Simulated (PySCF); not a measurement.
# What a mistake does to a calculation on B2CFH4 cation

These are calculations, not measurements. They come from PySCF 2.14.0, an open-source quantum chemistry program, on an isolated molecule that a program drew, which may never have been made. The molecule is B2CFH4 cation (charge +1, singlet), drawn as the SMILES string `BC[B+]F`.

Each row is a Hartree-Fock (HF) and frozen-core CCSD(T) single point in the cc-pVDZ basis, meant for a local HF minimum. Run 1 is clean. Each other run has one planted mistake out of seven kinds, and not every kind appears here: one electron removed, one electron added, multiplicity raised by two, geometry at a saddle point, minimal basis STO-3G, one bond length entered in bohr, all coordinates scaled. The reference is restricted for singlets and unrestricted otherwise, and also for a bond in bohr. Adding or removing an electron swaps singlet and doublet. Electrons count all cores. HOMO and LUMO are orbital energies over both spins, the gradient is its largest component, and the lowest frequency (negative if imaginary) is given only where the gradient is small. Bond lengths are over the 7 bonds as drawn. T1 is the CCSD diagnostic: over 0.02 (restricted) or 0.045 (unrestricted) a single reference is doubtful.

Geometry of the clean run:
```xyz
8
B2CFH4 cation, angstrom
B    -1.6660    0.6543    1.7794
C    -0.7875    1.8148    1.0439
B     0.4782    2.1797    1.7337
F     1.5181    2.4653    2.3212
H    -1.1803   -0.0340    2.6206
H    -2.7812    0.5285    1.3955
H    -1.3736    2.7211    0.8520
H    -0.5086    1.3995    0.0605
```

```
run  electrons  basis functions  <S^2>  HOMO (eV)  LUMO (eV)  gradient (hartree/bohr)  lowest frequency (cm^-1)  mean bond (Å)  longest bond (Å)      T1  HF (hartree)  CCSD(T) (hartree)                          mistake
  1         28               76  0.000     -18.54      -3.32                  3.3e-05                        88         1.2746             1.631  0.0143    -188.75825         -189.27144                         no fault
  2         28               76  0.000     -18.86      -2.92                  1.1e-01                         -         1.1994             1.535  0.0127    -188.72855         -189.23317           all coordinates scaled
  3         28               76  0.588     -13.88      -5.53                  2.2e-02                         -         1.4819             3.082  0.0664    -188.62770         -189.13952  one bond length entered in bohr
  4         27               76  0.772     -26.36     -16.06                  1.2e-01                         -         1.2746             1.631  0.0321    -188.12278         -188.61438                                ?
  5         29               76  0.762      -4.86       1.78                  4.4e-02                         -         1.2746             1.631  0.0478    -188.89947         -189.43681                                ?
```

**Which mistake was planted in run 4, and what did it cost?**

It counts 27 electrons, one fewer than the clean run, at the same geometry and basis. So the mistake is: one electron removed. Subtracting run 1 and multiplying by 627.51 kcal/mol a hartree, the energy moved by 398.8 kcal/mol in HF and 412.3 kcal/mol in CCSD(T).

**Which mistake was planted in run 5, and what did it cost?**

It counts 29 electrons, one more than the clean run, at the same geometry and basis. So the mistake is: one electron added. Subtracting run 1 and multiplying by 627.51 kcal/mol a hartree, the energy moved by -88.6 kcal/mol in HF and -103.8 kcal/mol in CCSD(T).

Cautions from the logs. Run 3: T1 is over the limit, so its CCSD(T) energy is less reliable; run 5: T1 is over the limit, so its CCSD(T) energy is less reliable.
